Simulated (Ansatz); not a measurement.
## Two structures, one formula

The two ends of one reaction step of Si$_{2}$H$_{9}$O$_{2}$F, singlet (PBE0-D4/def2-TZVP).

A:

```
atom    x (Å)    y (Å)    z (Å)
 Si1   0.0997   0.5319   0.2190
  H2  -0.3187  -0.8893   0.0508
  O3   0.2087   1.1862  -1.2846
 Si4  -0.5940   1.9487  -2.4824
  H5   1.4512   0.5952   0.8168
  H6  -0.9083   1.2783   1.0040
  H7   0.1755  -1.5284   2.5670
  F8  -0.0401  -0.6367   2.8121
  H9   0.3948  -2.8598   0.9634
 O10   0.5585  -2.9599   1.9069
 H11  -1.6343   2.8516  -1.9209
 H12   0.3772   2.7436  -3.2739
 H13  -1.2509   0.9545  -3.3720
 H14   1.4807  -3.2158   1.9938
```

B:

Si1  (0.463, 1.381, 1.221)
H2  (2.752, -1.724, -1.168)
O3  (-0.617, 1.445, 0.027)
Si4  (-1.294, 0.692, -1.268)
H5  (1.765, 0.858, 0.759)
H6  (0.560, 2.718, 1.841)
H7  (-0.324, -1.500, 1.367)
F8  (-0.058, 0.389, 2.373)
H9  (2.121, -1.696, -0.766)
O10  (-0.142, -1.656, 0.435)
H11  (-1.867, 1.764, -2.121)
H12  (-0.281, -0.059, -2.047)
H13  (-2.393, -0.205, -0.833)
H14  (-0.684, -2.407, 0.182)
(Å)

Computed with Ansatz 0.2.0 (basis: def2-TZVPP); correlated methods freeze the cores. B3LYP uses VWN-RPA correlation.

Question: Which structure is lower at CCSD(T), and by how much? (An estimate is asked for; the value comes from the calculation.)

Answer: By the calculation: B, by 107.0 kJ/mol (electronic energy, against the other). By their contacts, A is a complex of Si₂H₆O ([SiH3][O][SiH3]) + H₂O + HF and B is a complex of Si₂H₅OF ([F][SiH2][O][SiH3]) + H₂O + H₂.

All methods give the same order:

```json
{"method": "SPW92", "E(B) − E(A) (kJ/mol)": "-82.1"}
{"method": "PBE-D4", "E(B) − E(A) (kJ/mol)": "-95.0"}
{"method": "BLYP-D4", "E(B) − E(A) (kJ/mol)": "-108.5"}
{"method": "r2SCAN-D4", "E(B) − E(A) (kJ/mol)": "-109.2"}
{"method": "B97M-V", "E(B) − E(A) (kJ/mol)": "-111.3"}
{"method": "PBE0-D4", "E(B) − E(A) (kJ/mol)": "-97.1"}
{"method": "B3LYP-D4", "E(B) − E(A) (kJ/mol)": "-108.5"}
{"method": "r2SCAN0-D4", "E(B) − E(A) (kJ/mol)": "-107.7"}
{"method": "BHLYP-D4", "E(B) − E(A) (kJ/mol)": "-112.2"}
{"method": "CAM-B3LYP-D4", "E(B) − E(A) (kJ/mol)": "-107.8"}
{"method": "wB97X-V", "E(B) − E(A) (kJ/mol)": "-107.0"}
{"method": "wB97M-V", "E(B) − E(A) (kJ/mol)": "-108.7"}
{"method": "B2PLYP", "E(B) − E(A) (kJ/mol)": "-106.7"}
{"method": "PBE-QIDH", "E(B) − E(A) (kJ/mol)": "-101.6"}
{"method": "RPA on PBE", "E(B) − E(A) (kJ/mol)": "-107.2"}
{"method": "HF", "E(B) − E(A) (kJ/mol)": "-115.6"}
{"method": "MP2", "E(B) − E(A) (kJ/mol)": "-110.7"}
{"method": "CCSD", "E(B) − E(A) (kJ/mol)": "-107.3"}
{"method": "CCSD(T)", "E(B) − E(A) (kJ/mol)": "-107.0"}
```

The T1 diagnostic stays at or below 0.011.

Labels in which every atom is bracketed show which atoms are joined, not bond orders.

For scale, one of the runs: CCSD(T)/def2-TZVPP, 303 basis functions, launched by `ansatz run in.yaml --threads 8 --pin off --events-out ev --progress --plain --max-ram 19148MiB`. Hardware: 8 CPU threads of an Intel Xeon, shared host. Wall time 4.6 min; peak host memory 10 GiB.
